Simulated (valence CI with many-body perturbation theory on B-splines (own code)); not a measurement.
**Ag²⁴⁺: E2, M1 decay**

Calculated by configuration interaction combined with many-body perturbation theory (CI+MBPT): five valence electrons over a frozen Dirac-Fock core [Ar], radial functions for each j: 7 s, 7 p, 8 d, 6 f, 4 g, 1 h, with the one-electron correlation potential Σ1 (screened to all orders), the two-electron term Σ2, the three-electron term Σ3, Breit, model QED; selected single and double excitations, second order for the rest (own B-spline code, finite nucleus).

No measured spectrum was set against this ion. As an estimate, terms of the open shell hold to 2 to 4 % of their energy, and close levels can change places. Core correlation moves these levels by up to 13000 cm⁻¹, and in measured spectra 5 to 20 % of such shifts remained as error; rates that hang on mixing are uncertain with them. Only levels of the ground parity were solved; by the run's estimate the other parity begins above the list, which can be wrong where configurations are misplaced.

Lines 1 to 50 of 120 in falling wavelength, among levels below 57.809 eV, chosen from the decays that carry over 1 % of a level's rate. Wavelengths and rates use the calculated energies, so an error of 4000 cm⁻¹ moves a line at 511.6 nm by 20 % and its rate by three times that or more. Electric multipoles are in the length gauge, E1 and E2 with the static RPA response of the core. S is in atomic units (e²a₀⁴ for E2 and M2, e²a₀⁶ for E3), for M1 in squared Bohr magnetons. Weak lines are less certain than strong ones. Lines between different terms over intervals too small for the method are left out, as are lines whose strength nearly cancels. Intervals below about 4000 cm⁻¹, as at the head of this list, are uncertain by tens of per cent.

Names give the largest LS component (configuration and term), which can be under half, so a name can repeat, a term be missing and a line seem to break the LS rules; names also repeat where a configuration has a term twice. Letters in brackets count levels of one name in rising energy.

```csv
λ vac (nm),Upper,Lower,Type,A (s⁻¹),S (a.u.)
2501,3d5 4G_11/2,3d5 4G_7/2,E2,2.85e-09,2.99e-04
1395,3d5 4G_9/2,3d5 4G_11/2,M1,9.67e+00,9.74e+00
895.7,3d5 4G_9/2,3d5 4G_7/2,M1,4.01e+01,1.07e+01
625.8,3d5 2I_13/2,3d5 2I_11/2,M1,3.62e+01,4.60e+00
618.1,3d5 4P_1/2,3d5 4P_3/2,M1,1.94e+02,3.40e+00
549.2,3d5 4D_3/2,3d5 4D_5/2,M1,1.68e+02,4.14e+00
511.6,3d5 4F_7/2,3d5 2F_5/2 [b],M1,8.79e+01,3.49e+00
476.7,3d5 2D_3/2 [a],3d5 4F_5/2,M1,1.75e+02,2.80e+00
360.4,3d5 4D_7/2,3d5 4G_9/2,M1,1.62e+02,2.25e+00
353.9,3d5 4G_7/2,3d5 4G_5/2 [a],M1,4.37e+02,5.74e+00
343.6,3d5 2F_7/2 [a],3d5 4D_7/2,M1,1.35e+01,1.63e-01
335.4,3d5 4D_7/2,3d5 4G_5/2 [b],M1,4.53e+02,5.07e+00
315.2,3d5 4F_5/2,3d5 4F_3/2,M1,1.29e+02,8.97e-01
315.2,3d5 2G_7/2 [a],3d5 2F_5/2 [a],M1,1.89e+02,1.75e+00
310.8,3d5 4P_3/2,3d5 4G_5/2 [a],M1,4.31e+02,1.92e+00
308.6,3d5 2H_9/2,3d5 2G_9/2 [a],M1,3.59e+02,3.91e+00
267.7,3d5 4G_5/2 [b],3d5 4G_5/2 [a],M1,1.76e+03,7.50e+00
263.6,3d5 2G_9/2 [a],3d5 4D_7/2,M1,2.72e+02,1.85e+00
257.0,3d5 4D_7/2,3d5 4G_7/2,M1,5.99e+02,3.02e+00
246.6,3d5 4F_5/2,3d5 2F_7/2 [a],M1,1.31e+03,4.36e+00
244.0,3d5 4D_1/2,3d5 4P_1/2,M1,1.84e+03,1.98e+00
242.5,3d5 2H_9/2,3d5 2F_7/2 [a],M1,1.80e+02,9.49e-01
241.7,3d5 4F_7/2,3d5 2H_9/2,M1,4.52e+02,1.89e+00
240.1,3d5 2G_7/2 [a],3d5 2G_9/2 [a],M1,3.02e+01,1.24e-01
237.8,3d5 4F_7/2,3d5 4F_5/2,M1,3.82e+02,1.52e+00
237.3,3d5 2H_11/2,3d5 2H_9/2,M1,3.50e+02,2.08e+00
233.7,3d5 2D_3/2 [a],3d5 2F_5/2 [a],M1,1.24e+02,2.34e-01
232.1,3d5 4D_5/2,3d5 4P_3/2,M1,1.69e+02,4.71e-01
230.6,3d5 4F_5/2,3d5 4D_3/2,M1,3.49e+02,9.51e-01
225.6,3d5 2F_5/2 [b],3d5 2F_5/2 [a],M1,2.50e+02,6.38e-01
213.7,3d5 2G_9/2 [b],3d5 2H_9/2,M1,1.45e+03,5.25e+00
212.7,3d5 4D_5/2,3d5 4G_7/2,M1,8.56e+02,1.83e+00
212.6,3d5 2F_7/2 [b],3d5 2F_5/2 [a],M1,5.25e+02,1.49e+00
209.0,3d5 2F_5/2 [a],3d5 4D_7/2,M1,3.88e+02,7.88e-01
204.8,3d5 2I_11/2,3d5 4G_9/2,M1,3.42e+02,1.31e+00
203.0,3d5 2H_9/2,3d5 2I_11/2,M1,1.28e+02,3.98e-01
198.1,3d5 2G_7/2 [a],3d5 2F_7/2 [a],M1,7.01e+02,1.62e+00
189.7,3d5 2D_3/2 [a],3d5 4F_3/2,M1,9.16e+02,9.28e-01
184.4,3d5 2F_5/2 [b],3d5 4F_3/2,M1,1.34e+03,1.87e+00
178.6,3d5 2I_11/2,3d5 4G_11/2,M1,1.65e+03,4.17e+00
178.2,3d5 4D_3/2,3d5 4G_5/2 [b],M1,2.94e+02,2.47e-01
176.2,3d5 4F_3/2,3d5 4P_1/2,M1,4.63e+02,3.75e-01
175.9,3d5 2F_7/2 [a],3d5 4G_9/2,M1,9.42e+02,1.52e+00
175.6,3d5 2F_7/2 [b],3d5 2G_9/2 [a],M1,9.72e+02,1.56e+00
174.9,3d5 4D_1/2,3d5 4P_3/2,M1,1.39e+03,5.52e-01
169.7,3d5 2F_7/2 [a],3d5 4G_5/2 [b],M1,6.43e+01,9.32e-02
163.2,3d5 4D_3/2,3d5 4P_3/2,M1,9.41e+02,6.06e-01
162.4,3d5 4F_5/2,3d5 4D_5/2,M1,2.24e+03,2.14e+00
156.6,3d5 4F_7/2,3d5 2F_5/2 [a],M1,6.14e+02,6.99e-01
155.4,3d5 2D_3/2 [a],3d5 4D_3/2,M1,8.66e+02,4.82e-01
```
